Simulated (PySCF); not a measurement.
Compound: C5H14Si3.
SMILES with atom numbers: `[SiH3:1][CH2:2][C:3]1=[C:4]([CH2:5][SiH3:6])[SiH2:7][CH2:8]1`

Definitions: NICS(0) = −σiso at the ring centroid; NICS(1) = −σiso and NICS(1)zz = −σzz at ±1 Å along the ring normal z. Level: GIAO PBE0/pcSseg-1 (PySCF, non-relativistic, gas phase) on the GFN2-xTB geometry, one conformer.

Ring bond lengths (Å), with Mayer bond orders in brackets: C3–C4 1.348 (1.76), C4–Si7 1.883 (0.94), Si7–C8 1.923 (0.92), C8–C3 1.512 (1.03).

Question: Give the NICS values of each ring in ppm.

Answer: 
```tsv
ring	type	NICS(0)	NICS(1), two faces	NICS(1)zz, two faces	rms pucker (Å)	centre to ring atoms, mean (Å)
C3–C4–Si7–C8	4-membered ring with Si; formal bonds 1 double, 3 single	-0.8	-3.1 / -2.7	2.9 / 2.5	0.00	1.17
```

Question: What can be read from them?

Answer: 
- C3–C4–Si7–C8: mean NICS(1)zz 2.7 ppm, near zero. Si7, C8 have four or more neighbours; no verdict on aromaticity is drawn.

Question: What field does 9.4 T along the ring normal induce along that normal at the first NICS(1) probe listed for ring C3–C4–Si7–C8, 1 Å off the ring?

Answer: NICSzz × B0 = 2.9 ppm × 9.4 T = 27 μT, along the applied field.

Question: Give the inner angles of the rings and the Hirshfeld charges of the ring atoms.

Answer: 
- C3–C4–Si7–C8: C3 104.8° (+0.009 e), C4 94.4° (-0.102 e), Si7 73.1° (+0.329 e), C8 87.7° (-0.169 e); sum 360.0° against 360° for a flat convex ring.

Question: What are the shieldings of the ring atoms and their hydrogens in the same run (means over atoms taken as equivalent)?

Answer: 
```
        atoms                      environment  σ isotropic (ppm)  principal values of the symmetric part, first atom (ppm)
           C3  fully substituted alkene carbon               25.7                                        -89.5, 33.0, 133.7
           C4  fully substituted alkene carbon               45.4                                        -47.0, 43.5, 139.6
          Si7                     SiH2 silicon              402.2                                       366.1, 395.8, 444.8
           C8      sp3 carbon bound to silicon              167.5                                       149.4, 164.3, 188.8
H on Si7 (×2)                    Si–H hydrogen              26.89                                          24.1, 24.6, 32.1
 H on C8 (×2)               methylene hydrogen              29.97                                          26.3, 28.4, 34.7
```

The values belong to the conformer `[SiH3:1][CH2:2][C:3]1=[C:4]([CH2:5][SiH3:6])[SiH2:7][CH2:8]1`: Si1–C2–C3–C4 -101°, C3–C4–C5–Si6 103°.
